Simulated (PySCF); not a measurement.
## How methods differ on the ionisation energy of K⁴⁺

K⁴⁺ [Ne] 3s2 3p3 (4S) → K⁵⁺ [Ne] 3s2 3p2 (3P), as a difference of total energies. Computed with PySCF 2.14 in an even-tempered Gaussian basis (18 s from 0.13 bohr⁻², ratio 2.5; 12 p from 0.17 bohr⁻², ratio 2.5; 5 d from 1.5 bohr⁻², ratio 2.7; 5 f from 2.3 bohr⁻², ratio 2.7), with no relativity, point nucleus. Correlated levels: outer shells: 1s2 frozen; virtual orbitals above 40 to 60 times the deepest correlated orbital energy dropped. The calculations carry no spin-orbit coupling.

Q: Order these methods by the ionisation energy they give, lowest first.
A. M06-2X
B. PBE
C. MP2 (outer shells)
D. LDA

A: A (81.750 eV), C (81.794 eV), B (81.877 eV), D (81.957 eV).

A first-order spin-orbit estimate (lowest level to lowest level, LS coupling) adds -0.218 eV.

These non-relativistic numbers lack the scalar-relativistic shift.

For comparison: 82.66 ± 0.16 eV (semi-empirical (NIST evaluation); NIST Atomic Spectra Database, ionization energies).
